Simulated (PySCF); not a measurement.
C3H7F3Si2, SMILES FC([SiH2][SiH2]C=C)(F)F at its GFN2-xTB optimised geometry (Å):

```
15

C     -0.5112     2.3021    -3.3275
C      0.3936     1.3537    -3.1366
Si     1.7345     1.4079    -1.8144
Si     1.1098     0.0932     0.0000
C     -0.8413     0.0932     0.0000
F     -1.3529     1.3459     0.0000
F     -1.3553    -0.5122    -1.0943
F     -1.3885    -0.5303     1.0607
H     -1.2841     2.2225    -4.0763
H     -0.5220     3.2046    -2.7379
H      0.3449     0.4650    -3.7553
H      1.9602     2.7995    -1.4015
H      2.9881     0.8925    -2.3846
H      1.3933     0.5734     1.3553
H      1.3885    -1.3459    -0.0114
```

Method: PBE0/def2-TZVP (PySCF).

Map of the electrostatic potential (hartree/e), clipped to [-0.08, 0.12] on the plane z = 1.5 Å:

```
|1111111111111111112222222222222|
|1111111111111111112222222222222|
|1111111111111111122222222222222|
|1110000000111111122222222222222|
|1000000000011111222222222222222|
|0000000000001111222222222222222|
|0000000000001112222222222222222|
|0000000000011112222222222222222|
|0000000000011122223333332222222|
|0000000000111222333455543322222|
|0000000001122233345799974332222|
|0000000011223333447999996432222|
|0000000012233344459999998433222|
|0000000123344444569999998433322|
|0000001257754444568999997433322|
|0000002799996444567999985433322|
|0000015999998444556788754333322|
|0000017999999434456665543333322|
|0000017999998333445554433333222|
|0000014999995222334444333322222|
|0000002599952112233333332222222|
|0000000123211112222222222222222|
|0000000000000111222222222222222|
|0000000000000111122222222222222|
|0000000000000111112222222222222|
|0000000000001111111222222222222|
|1000000000011111111122222222222|
|1110000000111111111112222222222|
|1111111111111111111111122222222|
|1111111111111111111111112222222|
|1111111111111111111111111222222|
```
Scale: ten equal steps from -0.027 (start of '0') to 0.120 (end of '9'), in the order '0123456789'; x runs from -3.50 to 3.50, y from -3.50 (bottom) to 3.50 (top).
